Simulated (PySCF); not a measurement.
B3LYP has the VWN-RPA correlation part, as in Gaussian. 

Cartesian coordinates (Å):
SMILES: [H]/N=C\C=N/[H]
```xyz
8

N      1.7710    -0.2933     0.4807
C      0.5203    -0.4945     0.4846
C     -0.5203     0.4945     0.1227
N     -1.7710     0.2933     0.1264
H      1.9904     0.6635     0.1888
H      0.1546    -1.4823     0.7793
H     -0.1546     1.4823    -0.1719
H     -1.9904    -0.6636     0.4181
```
Charge 0, multiplicity 1.

Question: What HOMO, LUMO, total energy, dipole moment and HOMO–LUMO gap does B3LYP-D3(BJ)/def2-TZVP run with PySCF give?

Answer: 
```json
{
 "HOMO": "-7.58 eV",
 "LUMO": "-2.30 eV",
 "total_energy": "-188.1633 Ha",
 "dipole_moment": "0.000 e·Å",
 "HOMO–LUMO gap": "5.29 eV"
}
```
